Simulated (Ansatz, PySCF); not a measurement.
Molecule: AlH$_{3}$, net charge -1, doublet state. 
Geometry from a B3LYP-D3(BJ)/def2-TZVP (Ansatz, a quantum-chemistry and plane-wave program) optimisation:
```
Al
H 1 1.6367
H 1 1.6367 2 110.93
H 1 1.6367 2 110.93 3 123.75
```
Charge -1, spin multiplicity 2.

Total electronic energies in hartree. Correlated levels leave the core frozen unless marked. Open shells are spin-unrestricted. No spin-orbit coupling. No relativistic terms. Basis-set limits of correlation are two-point, X^-3; Hartree-Fock from the larger set.

```
level                                                program  energy (Eh)
--------------------------------------------  --------------  -----------
HF/aug-cc-pV(D+d)Z                                    Ansatz   -243.63322
RI-HF/aug-cc-pV(Q+d)Z                                 Ansatz   -243.64581
BP86/def2-TZVPD                                        PySCF   -244.24165
TPSS/def2-TZVPD                                        PySCF   -244.24341
M06-L/def2-TZVPD                                       PySCF   -244.20298
PBE0/6-31G*                                           Ansatz   -244.06302
BHLYP-D3(BJ)/def2-TZVPD                       Ansatz + dftd3   -244.21028
BHLYP/def2-TZVPD                                      Ansatz   -244.20865
TPSSh-D4/def2-TZVPD                            PySCF + dftd4   -244.23989
r2SCANh/def2-TZVPD                                    Ansatz   -244.18177
LC-wPBE-D3(BJ)/def2-TZVPD                     Ansatz + dftd3   -244.13629
MP2/cc-pVTZ                                           Ansatz   -243.74124
MP2/cc-pV(Q+d)Z                                       Ansatz   -243.75512
MP2/CBS(aug-cc-pV(T+d)Z,aug-cc-pV(Q+d)Z)              Ansatz    -243.7621
RI-MP2/CBS(def2-TZVPPD,def2-QZVPPD)                   Ansatz    -243.7615
SCS-MP2/6-31G                                         Ansatz   -243.63052
SCS-MP2/def2-SVP                                      Ansatz   -243.63620
SCS-MP2/cc-pwCVTZ                                     Ansatz   -243.75616
SCS-MP2/def2-TZVPP                                    Ansatz   -243.75066
CCSD/aug-cc-pV(T+d)Z                                  Ansatz   -243.77508
CCSD(T)/cc-pVTZ                                       Ansatz   -243.76992
CCSD(T)/def2-QZVPP                                    Ansatz   -243.78310
CCSD(T)/CBS(aug-cc-pV(T+d)Z,aug-cc-pV(Q+d)Z)          Ansatz    -243.7873
```

Totals of different functionals don't rank their quality; only differences between species are comparable.
